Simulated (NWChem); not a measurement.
System: C₄H₅O₃, doublet; SMILES C[C]1COC(=O)O1

Here is an NWChem input.

```
start job
memory heap 200 mb stack 900 mb global 1100 mb
geometry units angstroms noautosym nocenter noautoz
  C      0.584360     2.364584    -0.108962
  C      0.090995     1.019987     0.237340
  C     -1.298321     0.495710     0.074624
  O     -1.101648    -0.906429     0.036229
  C      0.208262    -1.197575    -0.035376
  O      0.673897    -2.281885    -0.128937
  O      0.930519    -0.044074     0.018769
  H      1.580783     2.538185     0.323723
  H     -0.098501     3.134667     0.278456
  H      0.669381     2.507849    -1.205309
  H     -1.975258     0.751975     0.907288
  H     -1.784095     0.822499    -0.868594
end
basis spherical
  C library def2-svp
  O library def2-svp
  H library def2-svp
end
dft
  odft
  mult 2
  xc m06-2x
  iterations 150
end
cosmo
  do_cosmo_smd true
  solvent methanol
end
task dft energy
```

All runs use the structure optimised with PBE0/def2-SVP, spin-unrestricted. No frequency run checked for a minimum. No stability test was run on the SCF state. Solvent: methanol.

Level: M06-2X/def2-SVP with SMD (1 M gas to 1 M solution), gas-phase geometry. Reactions with the solvent are ignored.

Q: Predict the main results of this run. (M06-2X/def2-SVP, spin-unrestricted, SMD on the gas-phase geometry.) Quantities: solvation free energy (kcal/mol); cavity-dispersion-structure term (kcal/mol); dipole in solution (D).

A: 
```
Item                                         Value
-------------------------------------------  -----
solvation free energy (kcal/mol)              -6.2
cavity-dispersion-structure term (kcal/mol)    4.4
dipole in solution (D)                        6.72
```
